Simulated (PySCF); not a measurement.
Method: PBE-D3(BJ)/def2-TZVP // r2SCAN-D4/def2-SVP run with PySCF. All species are isolated molecules in the gas phase. 

Reference species: [W(Cl)5(F)] (neutral, multiplicity 1).

| Property | Result |
|---|---|
| LUMO | -5.81 eV |
| HOMO–LUMO gap | 2.07 eV |
| coordination number | 6 |
| mean distance from the central atom to its bonded neighbours | 2.234 Å |

Changed species: [W(Cl)(F)5] (5 of 6 Cl replaced by F; the reference has 1 of 6 Cl replaced by F).

Q: Give the shifts of the LUMO, HOMO–LUMO gap, coordination number and mean distance from the central atom to its bonded neighbours.

A: the LUMO increases by 0.37 eV, to -5.44 eV; the HOMO–LUMO gap rises by 1.58 eV, to 3.65 eV; the coordination number stays essentially unchanged; the mean distance from the central atom to its bonded neighbours decreases by 0.310 Å, to 1.924 Å.
